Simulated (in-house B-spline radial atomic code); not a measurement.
# Binding energies in Ag27+

NIST's tabulated ground configuration is [Ar] 3d2; each binding energy is the energy of the ion with one electron taken from that subshell, relaxed, less that of the parent. Method: Dirac-Hartree-Fock, average of configuration, Fermi nucleus of rms radius 4.5454 fm. Calculated with a B-spline radial code for spherical atoms. Energies include first-order Breit, QED and recoil terms.

```tsv
subshell	X-ray name	binding energy (eV)	-ε (eV)	relaxation (eV)
1s	K	26774.2	26887.8	34.1
2s	L1	5042.9	5060.9	9.6
2p1/2	L2	4763.5	4783.2	11.8
2p3/2	L3	4588.2	4604.8	11.1
3s	M1	1755.3	1758.4	1.3
3p1/2	M2	1643.9	1647.0	1.5
3p3/2	M3	1605.3	1607.8	1.4
3d	M4,5	1452.1	1454.3	1.9
```

Relaxation = -ε minus the binding energy without Breit, QED and recoil terms.

Emission lines follow as differences of binding energies, with λ = 12398.42 eV·Å / E:

| line | holes | energy (eV) | wavelength (Å) |
| --- | --- | --- | --- |
| K-L3 | 1s → 2p3/2 | 22186.0 | 0.55884 |
| K-L2 | 1s → 2p1/2 | 22010.7 | 0.56329 |
| K-M3 | 1s → 3p3/2 | 25168.9 | 0.49261 |
| L1-M3 | 2s → 3p3/2 | 3437.6 | 3.6067 |
| L3-M1 | 2p3/2 → 3s | 2832.9 | 4.3766 |

(1) What screening constant σ does Moseley's law, E = (3/4)·13.6057 eV·(Z - σ)², need for K-L3?

Moseley's non-relativistic formula needs a falling, then negative, screening constant for heavy elements, because relativity binds the 1s electron more strongly than the formula allows.

(2) What does it cost to remove two 3d electrons?

(3) What does it cost to remove both a 2p1/2 and a 3s electron?

(4) What does it cost to remove two 1s electrons?

## Answers

(1) σ = 0.37.

(2) 2981.9 eV, which is 77.68 eV more than the two single binding energies together.

(3) 6606 eV, which is 87.19 eV more than the two single binding energies together.

(4) 54345 eV, which is 797 eV more than the two single binding energies together.
